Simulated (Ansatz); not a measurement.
Cu₂O (the lowest singlet isomer of a short search), 3 atoms. Hardware: 2 threads of Arm Neoverse V1 on a shared host.

Correlated methods freeze 19 core orbitals.

Q: How many basis functions does each of these Ansatz runs have, and roughly what does it cost? PBE with 50 % exact exchange/def2-TZVP, charge 0 triplet, energy, from earlier orbitals; BHLYP-D4/def2-TZVP, charge 0 triplet, energy, from earlier orbitals; PBE with 10 % exact exchange/def2-TZVP, charge 0 singlet, energy, from earlier orbitals; ωB97X-V/def2-TZVP, charge 1 doublet at the geometry of the charge 0 singlet, energy, from earlier orbitals; PBE with 35 % exact exchange/def2-TZVP, charge 0 quintet, energy, from earlier orbitals; MP2/def2-TZVP, charge 0 quintet, energy, from earlier orbitals; r2SCAN-D4/def2-TZVP, charge 0 triplet, energy, from earlier orbitals; PBE0-D4/def2-QZVPP, charge 0 singlet, energy, from earlier orbitals; r2SCAN-D4/def2-TZVPD, charge 0 singlet, energy, from earlier orbitals; PBE-D4/def2-TZVP, charge 1 doublet at the geometry of the charge 0 singlet, energy, from earlier orbitals; B2PLYP/def2-TZVP, charge 0 triplet, energy, from earlier orbitals; HF/def2-TZVP, charge 0 singlet, energy, from earlier orbitals.

A: Other jobs shared the machine, so times can vary by a factor of up to 3. A dash marks memory too small to be measured apart from the calling script's.

```tsv
run	functions	fitting or Cholesky vectors	wall time	peak host memory (GiB)
HF/def2-TZVP, charge 0 singlet, energy, from earlier orbitals	121	1146	1.5 s	–
PBE with 10 % exact exchange/def2-TZVP, charge 0 singlet, energy, from earlier orbitals	121	1097	2.3 s	–
r2SCAN-D4/def2-TZVPD, charge 0 singlet, energy, from earlier orbitals	136	1122	4.1 s	–
PBE-D4/def2-TZVP, charge 1 doublet at the geometry of the charge 0 singlet, energy, from earlier orbitals	121	1057	4.1 s	–
BHLYP-D4/def2-TZVP, charge 0 triplet, energy, from earlier orbitals	121	1146	7.5 s	–
PBE with 50 % exact exchange/def2-TZVP, charge 0 triplet, energy, from earlier orbitals	121	1146	7.5 s	–
PBE0-D4/def2-QZVPP, charge 0 singlet, energy, from earlier orbitals	257	1478	8 s	0.75
B2PLYP/def2-TZVP, charge 0 triplet, energy, from earlier orbitals	121	1146	8.5 s	–
MP2/def2-TZVP, charge 0 quintet, energy, from earlier orbitals	121	1146	10 s	–
PBE with 35 % exact exchange/def2-TZVP, charge 0 quintet, energy, from earlier orbitals	121	1146	12 s	–
r2SCAN-D4/def2-TZVP, charge 0 triplet, energy, from earlier orbitals	121	1057	12 s	–
ωB97X-V/def2-TZVP, charge 1 doublet at the geometry of the charge 0 singlet, energy, from earlier orbitals	121	1146	19 s	–
```
